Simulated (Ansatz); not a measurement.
A geometry relaxed with PBE-D3(BJ)/def2-TZVP run with Ansatz (a first-principles code), charge 0, multiplicity 1:

```xyz
10

S      2.3590    -0.2553    -0.4977
C     -0.4372     0.2083    -0.1679
S      0.1145    -1.5372     1.3708
S     -0.7357     1.4659    -1.3481
H     -1.9001     1.8828    -0.7963
C     -0.9957    -0.1994     0.9927
H      2.3086     0.6922     0.4698
H     -1.8682     0.1156     1.5602
C      0.6673    -0.8106    -0.2890
H      0.4876    -1.5625    -1.0702
```

Write the SMILES of this molecule.

`SC1=CS[C@@H]1S`
